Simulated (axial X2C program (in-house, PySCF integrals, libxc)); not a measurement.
Outer orbitals of PbN⁻ at 1.953 Å, BLYP

All values were computed with an axial X2C code built on PySCF integrals. Spin-free means the one-electron spin-free X2C Hamiltonian; two-component (2c) means X2C with spin–orbit coupling and atomic mean-field two-electron Coulomb and Gaunt terms, so the difference of the two also holds small scalar two-electron terms. Basis: Pb dyall-acv3z [13s15p11d8f1g], N dyall-av3z [7s7p3d2f] (cores contracted in-house); Gaussian nuclei, density fitting, unrestricted open shells. Masses: Pb 207.977 u, N 14.003 u.

The distance is close to the 2c PBE0 minimum; the highest filled and lowest empty levels are listed.

Spin-free orbitals, state M_S = 0, Λ = 0 (closed shell) (Löwdin shares):

```json
{"symmetry": "σα", "occupied": "yes", "ε (eV)": "-15.42", "atomic character": "86% Pb d, 9% N s, 3% N p"}
{"symmetry": "δ+α", "occupied": "yes", "ε (eV)": "-14.82", "atomic character": "100% Pb d"}
{"symmetry": "δ-α", "occupied": "yes", "ε (eV)": "-14.82", "atomic character": "100% Pb d"}
{"symmetry": "π+α", "occupied": "yes", "ε (eV)": "-14.66", "atomic character": "98% Pb d"}
{"symmetry": "π-α", "occupied": "yes", "ε (eV)": "-14.66", "atomic character": "98% Pb d"}
{"symmetry": "σα", "occupied": "yes", "ε (eV)": "-10.68", "atomic character": "56% N s, 16% Pb d, 15% Pb s"}
{"symmetry": "σα", "occupied": "yes", "ε (eV)": "-5.11", "atomic character": "51% Pb s, 21% N p, 13% N s"}
{"symmetry": "π+α", "occupied": "yes", "ε (eV)": "0.24", "atomic character": "64% N p, 32% Pb p"}
{"symmetry": "π-α", "occupied": "yes", "ε (eV)": "0.24", "atomic character": "64% N p, 32% Pb p"}
{"symmetry": "σα", "occupied": "yes", "ε (eV)": "0.39", "atomic character": "56% N p, 25% Pb p, 11% Pb s"}
{"symmetry": "σα", "occupied": "no", "ε (eV)": "2.37", "atomic character": "80% Pb p, 17% Pb s"}
{"symmetry": "π-α", "occupied": "no", "ε (eV)": "2.38", "atomic character": "78% Pb p, 13% N p, 7% Pb d"}
{"symmetry": "π+α", "occupied": "no", "ε (eV)": "2.38", "atomic character": "78% Pb p, 13% N p, 7% Pb d"}
{"symmetry": "π-α", "occupied": "no", "ε (eV)": "3.05", "atomic character": "69% Pb p, 14% N p, 12% Pb d"}
{"symmetry": "π+α", "occupied": "no", "ε (eV)": "3.05", "atomic character": "69% Pb p, 14% N p, 12% Pb d"}
```

One partner of each degenerate Kramers or spin pair is listed. The highest filled level is positive, so this functional does not bind it, and the empty levels of an anion are set by the basis.

Spinors with spin–orbit coupling (state Ω = 0):

```csv
ω,occupied,ε (eV),atomic character,λ mixture
1/2,yes,-16.31,"94% Pb d, 4% N s","56% σ, 44% π"
3/2,yes,-16.15,100% Pb d,"82% δ, 18% π"
1/2,yes,-14.12,"87% Pb d, 8% N s","54% π, 46% σ"
5/2,yes,-13.70,100% Pb d,100% δ
3/2,yes,-13.58,98% Pb d,"82% π, 18% δ"
1/2,yes,-10.58,"53% N s, 19% Pb d, 15% Pb s","98% σ, 2% π"
1/2,yes,-5.02,"51% Pb s, 21% N p, 13% N s",100% σ
1/2,yes,-0.15,"52% N p, 39% Pb p, 3% Pb s","70% π, 30% σ"
3/2,yes,0.41,"68% N p, 26% Pb p, 2% Pb f",100% π
1/2,yes,0.55,"61% N p, 23% Pb p, 8% Pb s","68% σ, 32% π"
1/2,no,2.35,"70% Pb p, 15% N p, 8% Pb d","83% π, 17% σ"
1/2,no,2.39,"83% Pb p, 11% Pb s, 3% N p","83% σ, 17% π"
3/2,no,2.41,"84% Pb p, 9% N p, 5% Pb d",100% π
1/2,no,2.90,"67% Pb p, 12% N p, 8% Pb d","89% π, 11% σ"
```

One partner of each degenerate Kramers or spin pair is listed. The highest filled level is positive, so this functional does not bind it, and the empty levels of an anion are set by the basis.

Problem. How does the gap between the highest filled and lowest empty level change from the spin-free to the 2c table?

Solution. From 1.98 to 1.80 eV at BLYP, a change of -0.18 eV.

Mulliken charges and populations of the two-component result (they depend on the basis, above all on diffuse functions):

Pb 0.03 e (s 12.01 p 25.96 d 29.99 f 14.01), N -1.03 e (s 3.95 p 4.03 d 0.04).

Occupations by symmetry block were frozen at the best pattern of an incomplete PBE0 search. The highest occupied level of some functionals is positive through self-interaction error; at Hartree–Fock it is bound.
